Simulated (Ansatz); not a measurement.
Geometry optimisation, RKS PBE0-D4/6-31G* in Ansatz.

The input (input.yaml):

```yaml
crystal:
  periodic: [false, false, false]
  atoms:
    - { symbol: C, position_ang: [2.0095, 1.0309, -1.1311] }
    - { symbol: C, position_ang: [0.594, 0.909, -0.5434] }
    - { symbol: C, position_ang: [-0.0298, -0.2131, -0.11] }
    - { symbol: Si, position_ang: [0.7447, -1.9327, -0.105] }
    - { symbol: Si, position_ang: [-1.6961, -0.2878, 0.6199] }
    - { symbol: "N", position_ang: [-2.1902, 1.31, 1.0425] }
    - { symbol: H, position_ang: [2.5509, 1.8228, -0.5672] }
    - { symbol: H, position_ang: [1.9076, 1.4534, -2.1789] }
    - { symbol: H, position_ang: [2.5538, 0.1737, -1.1146] }
    - { symbol: H, position_ang: [0.0499, 1.8554, -0.4584] }
    - { symbol: H, position_ang: [1.2274, -2.2628, 1.2534] }
    - { symbol: H, position_ang: [-0.3636, -2.9296, -0.4122] }
    - { symbol: H, position_ang: [1.6976, -2.0598, -1.1296] }
    - { symbol: H, position_ang: [-1.7477, -1.013, 1.9304] }
    - { symbol: H, position_ang: [-2.6956, -0.8316, -0.3065] }
    - { symbol: H, position_ang: [-3.0936, 1.2825, 1.5112] }
    - { symbol: H, position_ang: [-1.5379, 1.6924, 1.7399] }
basis:
  gaussian: { orbitals: "6-31G*" }
hamiltonian:
  xc: pbe0
  dispersion: d4
relax:
  f_tol: 0.015
  max_steps: 40
```

Launched with:

```bash
$ ansatz run input.yaml --threads 2 --pin off --max-ram 3072MiB --backend cpu --events-out ev --progress --plain --runs-dir out
```

Q: Where does it end, and by what steps?

A: The forces met the threshold. The force dipped under the threshold on the way, but the program's further checks kept it going. After 26 steps the energy has fallen by 0.589 eV; H11 moved furthest, 0.90 Å.

```csv
step,energy less start (eV),largest force component (eV/Å),accepted
0,0.0000,3.904,yes
1,-0.4803,1.016,yes
2,-0.5341,0.426,yes
3,-0.5362,0.470,yes
4,-0.5708,0.181,yes
5,-0.5741,0.402,yes
6,-0.5785,0.162,yes
7,-0.5821,0.063,yes
8,-0.5816,0.178,no
9,-0.5835,0.028,yes
10,-0.5836,0.083,yes
11,-0.5846,0.035,yes
12,-0.5853,0.030,yes
13,-0.5857,0.077,yes
14,-0.5863,0.047,yes
15,-0.5869,0.015,yes
16,-0.5876,0.027,yes
17,-0.5871,0.110,no
18,-0.5881,0.025,yes
19,-0.5881,0.061,yes
20,-0.5885,0.026,yes
21,-0.5884,0.029,no
22,-0.5885,0.030,yes
23,-0.5887,0.007,yes
24,-0.5888,0.010,yes
25,-0.5888,0.017,yes
26,-0.5889,0.011,yes
```

```xyz
17
Properties=species:S:1:pos:R:3
C 1.939 1.020 -0.984
C 0.575 0.847 -0.397
C -0.010 -0.308 -0.026
Si 0.814 -1.977 -0.209
Si -1.725 -0.244 0.711
N -2.188 1.402 1.013
H 2.555 1.661 -0.340
H 1.877 1.526 -1.957
H 2.467 0.072 -1.126
H 0.015 1.777 -0.262
H 1.955 -2.159 0.739
H -0.188 -3.044 0.081
H 1.336 -2.205 -1.589
H -1.730 -1.124 1.924
H -2.751 -0.785 -0.228
H -3.158 1.651 0.883
H -1.801 1.891 1.809
```

Run time: 120 s on 2 threads of AMD EPYC 7B13 (Zen 3) (shared host), peak memory 0.35 GiB.
